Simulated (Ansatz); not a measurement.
Consider the hydrogenolysis of the Al–S bond: `[SH][Al]([SH])[Br]` + H₂ → `[SH][AlH][Br]` + H₂S.

Isolated molecules relaxed with PBE0-D4/def2-TZVP in Ansatz; ΔE leaves out vibrations. CBS: MP2 limit from def2 TZ/QZ plus the TZ coupled-cluster correction, frozen cores. This one scheme is used for every species. DFT in def2-TZVPP. HSE06 is defined as in plane-wave codes. For Br outer-core shells are correlated without core-valence functions, which leaves a few kJ/mol of doubt a bond. Scalar relativity is left out up to krypton. One conformer a species, not always the lowest.

`[SH][Al]([SH])[Br]`:

Z-matrix (Å, degrees):
```
Al
S 1 2.170
Br 1 2.242 2 117.5
S 1 2.170 2 125.0 3 180.0
H 2 1.345 1 93.5 3 179.5
H 4 1.344 1 93.6 2 -0.5
```

H₂:

Cartesian coordinates in Å:
```
H 0.147 0.157 -0.304
H -0.147 -0.157 0.304
```

`[SH][AlH][Br]`:

Z-matrix (Å, degrees):
```
Al
S 1 2.170
Br 1 2.253 2 118.8
H 1 1.569 2 120.6 3 -179.9
H 2 1.345 1 93.1 3 -0.1
```

H₂S:

Cartesian coordinates in Å:
```
S -0.583 0.000 0.209
H 0.092 0.763 -0.664
H 0.492 -0.763 0.455
```

Problem. Is it downhill or uphill in electronic energy at CCSD(T)/CBS, and by how much? (Estimate.)

Solution. Computed: Uphill: ΔE = +21.9 kcal/mol.

Problem. What do these levels give: r2SCAN0-D4, CAM-B3LYP-D4, revPBE, BLYP, PBE0, r2SCANh, HSE06, CAM-B3LYP, HF/def2-SVP, CCSD(T)/def2-TZVPP, HF/def2-QZVPP, HF/CBS(def2)? (Best estimate.)

Solution. The calculation gave: r2SCAN0-D4 22.2, CAM-B3LYP-D4 19.7, revPBE 20.1, BLYP 18.6, PBE0 20.3, r2SCANh 22.2, HSE06 20.4, CAM-B3LYP 18.2, HF/def2-SVP 14.6, CCSD(T)/def2-TZVPP 20.9, HF/def2-QZVPP 16.1, HF/CBS(def2) 16.1 kcal/mol.

Largest T1 diagnostic among the species: 0.009.

The D4 term adds +2.5 kcal/mol with B3LYP and +1.4 kcal/mol with PBE0; it sums over pairs of atoms, weighted by their polarisabilities, and B3LYP, whose exchange is more repulsive, gets the larger term. In def2-TZVPP, CCSD(T) changes the Hartree–Fock value by +4.6 kcal/mol (the triples alone add +1.2 kcal/mol) and MP2 by +7.0 kcal/mol. At CCSD(T), def2-SVP lies −4.0 kcal/mol from the extrapolated value and def2-TZVPP −1.1 kcal/mol.

B3LYP here is the variant with VWN-RPA as its local correlation; programs differ in this.
